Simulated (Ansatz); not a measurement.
CHBrINSi (`Br[Si]1(I)C=N1`) at its PBE0-D4/def2-TZVP geometry, where that method's forces vanish. The species carries charge 0 and has multiplicity 1. I takes the def2 core potential.

```xyz
6

Br   -0.2471   -1.9163    1.6723
Si   -0.1414   -0.0480    0.5376
I    -0.4179    1.8666    1.9559
C     0.4736    0.0316   -1.1073
N    -0.8137   -0.0175   -1.0940
H     1.1466    0.0836   -1.9645
```

Question: What forces (eV/Å) does ωB97M-V/def2-TZVPP give on these atoms in Ansatz 0.2.0? (Estimate.)

Answer: The calculation gave: 
```
Br1  0.004  0.036  0.001
Si2 -0.069  0.024 -0.095
I3   0.010 -0.063 -0.029
C4   0.207  0.014 -0.035
N5  -0.043 -0.001  0.086
H6  -0.109 -0.009  0.072
```
